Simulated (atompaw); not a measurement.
Co (Z = 27): one change to a PAW (atompaw) potential, before and after

atompaw 4.2.0.5 input, output lines left out:

```
Co 27
GGA-PBESOL scalarrelativistic loggrid 1500 logderivrange -7 5 301
4 4 3 0 0 0
4 0 1.75
4 1 0.25
3 2 7
0 0 0
c
c
c
v
c
v
v
v
2
2.65 2.10 2.00 1.45
y
0.25
n
n
y
2.4
n
custom polynom vanderbiltortho sinc
bessel
2.65
2.65
1.15
2.65
1.90
1.90
```

Change: core [Ar], valence charge 9; reference 3d7 4s1.75 4p0; waves now 4s (bound): rc 3.00 bohr; 4s channel at 2.45 Ry: rc 3.00 bohr; 4p (bound): rc 3.00 bohr; 4p channel at 1.7 Ry: rc 3.00 bohr; 3d (bound): rc 1.05 bohr; 3d channel at -0.4 Ry: rc 1.05 bohr; local potential bessel scheme, radius 2.30 bohr; core correction smooth core density matched at 1.75 bohr; augmentation sinc compensation charge, radius 2.65 bohr; PAW radius 3.00 bohr; waves and projectors: custom polynom vanderbiltortho.

Cutoffs: the cutoffs (Ry, on a coarse ladder) from which the occupation-weighted sum of valence levels, in a spherical-Bessel basis at the reference potential, stays within 10 and 1 mRy of its value at 400 Ry; they do not see the model core or the augmentation charge, which bear on the density cutoff.

What does the change do?

The potential gets harder (80 Ry and 110 Ry → 140 Ry and 230 Ry); neither file shows a bound ghost. Several settings change at once here, so the effects cannot be laid on one of them.

```csv
quantity,base,changed
"cutoff, loose",80 Ry,140 Ry
"cutoff, tight",110 Ry,230 Ry
bound ghosts,none,none
lowest overlap eigenvalue by channel,"s 0.17, p 0.61, d 0.97","s 0.15, p 0.59, d 1.00"
```

 The cutoffs see the waves, projectors and local potential, not the compensation charge or the core.
